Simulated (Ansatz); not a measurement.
Reaction (ligand exchange at a B–S bond): `CB(O)SCO` + H₂Se → `CB(O)[SeH]` + `OCS`

Isolated molecules relaxed with PBE0-D4/def2-TZVP in Ansatz; ΔE leaves out vibrations. CCSD(T)/CBS adds triple-zeta CCSD(T) − MP2 to the extrapolated MP2 energy (def2 sets, frozen cores). DFT in def2-TZVPP. For Se outer-core shells are correlated without core-valence functions, which leaves a few kJ/mol of doubt a bond. Scalar relativity is left out up to krypton. Each species was taken in one conformer, which may not be the lowest.

| level | ΔE (kJ/mol) |
| --- | --- |
| r2SCAN-D4 | 20.8 |
| B2PLYP | 14.3 |
| MP2/def2-TZVPP | 14.3 |
| MP2/def2-QZVPP | 13.9 |

Problem. What does CCSD(T)/CBS give? (Best estimate.)

Solution. The calculation gave: +14.5 kJ/mol. The listed levels differ from it by 6.3, -0.2, -0.2, -0.6 kJ/mol.

Largest T1 diagnostic among the species: 0.012.

In def2-TZVPP, CCSD(T) changes the Hartree–Fock value by +7.8 kJ/mol (the triples alone add +2.6 kJ/mol) and MP2 by +6.9 kJ/mol. The D4 term adds +4.7 kJ/mol with B3LYP and +3.0 kJ/mol with PBE0; it sums over pairs of atoms, weighted by their polarisabilities, and B3LYP, whose exchange is more repulsive, gets the larger term.

B3LYP here is the variant with VWN-RPA as its local correlation; programs differ in this.
